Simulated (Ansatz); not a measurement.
Relaxation of Be2F3 with UKS r2SCAN-D4/def2-TZVP.

```sh
$ ansatz run in.yaml --threads 4 --pin off --events-out ev --progress --plain --max-ram 3916MiB
```

```yaml
crystal:
  periodic: [false, false, false]
  atoms:
    - {symbol: Be, position_ang: [-0.324080, 0.253690, -0.628930]}
    - {symbol: Be, position_ang: [0.999990, -0.787860, 1.948510]}
    - {symbol: F, position_ang: [0.104710, 1.568200, -0.931570]}
    - {symbol: F, position_ang: [0.403700, -0.299450, 0.778330]}
    - {symbol: F, position_ang: [-1.184320, -0.734590, -1.166340]}
basis:
  gaussian: {orbitals: def2-TZVP}
magnetization: {spin_polarized: true, initial_magnetization: 1}
hamiltonian: {xc: r2scan, dispersion: d4}
scf: {lower_state_search: "off"}
output: {orbitals: {seedname: orbitals}}
relax: {f_tol: 0.02, max_steps: 100}
```

It took 26 s on 4 threads of Arm Neoverse V1 on a shared host.

Positions (Å) and forces (eV/Å) at steps 1, 2, 3, 4, 5, 6, 7, 8, 9, 10, 11, 12, 13, 14, 15, 16, 17 of 17:

```xyz
5
step=1 energy=-8958.2503 eV
Be   -0.324    0.254   -0.629   -0.289    0.204   -0.563
Be    1.000   -0.788    1.949    0.095   -0.081    0.188
F     0.105    1.568   -0.932    0.070   -0.138    0.200
F     0.404   -0.299    0.778   -0.019    0.026   -0.041
F    -1.184   -0.735   -1.166    0.144   -0.011    0.217
5
step=2 energy=-8958.2599 eV
Be   -0.322    0.254   -0.644   -0.271    0.183   -0.399
Be    0.997   -0.787    1.949    0.038   -0.035    0.081
F     0.107    1.572   -0.921    0.072   -0.095    0.123
F     0.404   -0.299    0.773    0.050   -0.026    0.063
F    -1.186   -0.740   -1.156    0.112   -0.026    0.132
5
step=3 energy=-8958.2682 eV
Be   -0.366    0.281   -0.658    0.102   -0.035   -0.184
Be    1.005   -0.793    1.940   -0.112    0.089   -0.220
F     0.142    1.571   -0.909   -0.079    0.029    0.007
F     0.387   -0.287    0.772    0.161   -0.129    0.391
F    -1.168   -0.772   -1.144   -0.071    0.047    0.005
5
step=4 energy=-8958.2722 eV
Be   -0.365    0.294   -0.664    0.146   -0.034   -0.108
Be    0.970   -0.854    1.912    0.105   -0.141    0.218
F     0.128    1.582   -0.941   -0.090    0.023   -0.009
F     0.412   -0.229    0.797   -0.081    0.121   -0.098
F    -1.145   -0.793   -1.105   -0.080    0.031   -0.003
5
step=5 energy=-8958.2811 eV
Be   -0.339    0.295   -0.684   -0.005    0.009    0.033
Be    0.933   -0.908    1.908    0.041   -0.113    0.129
F     0.097    1.602   -0.967   -0.037   -0.060   -0.028
F     0.449   -0.187    0.811   -0.031    0.114   -0.126
F    -1.139   -0.802   -1.068    0.032    0.049   -0.007
5
step=6 energy=-8958.2514 eV rejected
Be   -0.314    0.320   -0.703   -0.106   -0.037    0.230
Be    0.837   -1.074    1.860   -0.338    0.886   -0.928
F     0.040    1.638   -1.061   -0.049   -0.300    0.008
F     0.527   -0.041    0.871    0.225   -0.820    0.641
F    -1.090   -0.843   -0.968    0.268    0.271    0.051
5
step=7 energy=-8958.2897 eV
Be   -0.331    0.305   -0.670    0.033    0.042    0.023
Be    0.893   -0.975    1.879   -0.047    0.001   -0.057
F     0.073    1.606   -1.014   -0.005   -0.022    0.012
F     0.476   -0.124    0.837    0.021    0.024   -0.002
F    -1.111   -0.811   -1.032   -0.001   -0.045    0.025
5
step=8 energy=-8958.2952 eV
Be   -0.318    0.316   -0.662    0.032    0.032    0.064
Be    0.841   -1.044    1.837   -0.182    0.352   -0.422
F     0.051    1.614   -1.054   -0.007   -0.043    0.013
F     0.506   -0.055    0.858    0.130   -0.312    0.304
F    -1.078   -0.831   -0.978    0.028   -0.030    0.041
5
step=9 energy=-8958.3078 eV
Be   -0.307    0.332   -0.650    0.047   -0.011    0.067
Be    0.783   -1.094    1.781   -0.175    0.406   -0.435
F     0.033    1.623   -1.091   -0.027   -0.105    0.053
F     0.528   -0.011    0.873    0.133   -0.304    0.300
F    -1.037   -0.851   -0.913    0.023    0.014    0.016
5
step=10 energy=-8958.3350 eV
Be   -0.259    0.336   -0.630   -0.035    0.144    0.171
Be    0.648   -1.163    1.660   -0.160    0.773   -0.629
F    -0.015    1.632   -1.127   -0.015   -0.273    0.055
F     0.600    0.079    0.892    0.071   -0.675    0.364
F    -0.974   -0.885   -0.795    0.139    0.031    0.039
5
step=11 energy=-8958.3933 eV
Be   -0.244    0.347   -0.602    0.053    0.088    0.217
Be    0.564   -1.180    1.559   -0.148    0.572   -0.512
F    -0.029    1.624   -1.144   -0.033   -0.175    0.009
F     0.630    0.116    0.900    0.035   -0.448    0.221
F    -0.920   -0.907   -0.713    0.094   -0.037    0.063
5
step=12 energy=-8958.4770 eV
Be   -0.279    0.380   -0.513    0.701    0.276   -0.179
Be    0.442   -1.197    1.408   -0.113    0.552   -0.589
F    -0.030    1.594   -1.185   -0.273   -0.300    0.223
F     0.696    0.169    0.918   -0.331   -0.472    0.104
F    -0.829   -0.946   -0.627    0.016   -0.057    0.440
5
step=13 energy=-8958.6927 eV
Be   -0.185    0.369   -0.495    0.487    0.892   -0.046
Be    0.315   -1.196    1.259   -0.244    0.334   -0.614
F    -0.092    1.592   -1.198   -0.134   -0.589    0.260
F     0.737    0.198    0.940   -0.426   -0.409   -0.285
F    -0.775   -0.963   -0.506    0.318   -0.227    0.685
5
step=14 energy=-8959.0108 eV
Be   -0.114    0.392   -0.469    0.511    0.966    0.304
Be    0.188   -1.197    1.104   -0.258    0.058   -0.438
F    -0.142    1.578   -1.217   -0.075   -0.520    0.125
F     0.756    0.207    0.943   -0.327   -0.100   -0.453
F    -0.689   -0.980   -0.361    0.149   -0.405    0.462
5
step=15 energy=-8959.0662 eV
Be   -0.103    0.455   -0.393    0.511   -0.016    0.337
Be    0.125   -1.209    1.001    0.543   -0.310    0.904
F    -0.138    1.540   -1.240   -0.202    0.129   -0.256
F     0.747    0.220    0.910    0.025    0.241    0.089
F    -0.630   -1.006   -0.277   -0.877   -0.044   -1.075
5
step=16 energy=-8959.1335 eV
Be   -0.054    0.460   -0.384    0.007    0.009    0.007
Be    0.142   -1.229    1.019    0.004   -0.018    0.020
F    -0.173    1.525   -1.262   -0.007    0.005   -0.013
F     0.746    0.221    0.937    0.017    0.014    0.013
F    -0.661   -0.977   -0.311   -0.021   -0.010   -0.026
5
step=17 energy=-8959.1336 eV
Be   -0.053    0.461   -0.382   -0.001    0.005   -0.004
Be    0.141   -1.230    1.020    0.001   -0.003    0.003
F    -0.174    1.524   -1.263    0.000   -0.001    0.001
F     0.747    0.221    0.938   -0.001   -0.002    0.000
F    -0.661   -0.977   -0.312    0.001    0.001    0.001
```

The relaxation made no stability test and no search for a lower SCF solution. The structure comes from a short search, and lower isomers may exist.
